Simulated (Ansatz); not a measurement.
`NB1C[SiH2]1` and `NB1[SiH2]C1[AsH2]` differ in one atom or group.

Ansatz, PBE0-D4/def2-TZVP geometries, multiplicity 1. Each molecule was computed in one conformer, which needn't be the lowest.

Scalar relativity is left out up to krypton.

```csv
property,`NB1C[SiH2]1`
size of the dipole moment (ωB97M-V/def2-TZVPP) / D,2.28
LUMO energy (B3LYP/def2-TZVPP) / eV,-0.66
HOMO–LUMO gap (PBE0/def2-TZVPP) / eV,5.71
HOMO energy (PBE/def2-TZVPP) / eV,-5.15
HOMO–LUMO gap (ωB97M-V/def2-TZVPP) / eV,9.84
size of the dipole moment (PBE/def2-TZVPP) / D,2.42
```

Question: What does the change do to each property? (An estimate is asked.)

Answer: The calculation gave: 
```csv
property,`NB1[SiH2]C1[AsH2]`,shift
size of the dipole moment (ωB97M-V/def2-TZVPP) / D,2.13,-0.15
LUMO energy (B3LYP/def2-TZVPP) / eV,-0.76,-0.10
HOMO–LUMO gap (PBE0/def2-TZVPP) / eV,5.62,-0.09
HOMO energy (PBE/def2-TZVPP) / eV,-5.22,-0.07
HOMO–LUMO gap (ωB97M-V/def2-TZVPP) / eV,9.62,-0.22
size of the dipole moment (PBE/def2-TZVPP) / D,2.23,-0.19
```

Dipoles are sizes alone; their direction can turn.

B3LYP here is the variant with VWN-RPA as its local correlation; programs differ in this.
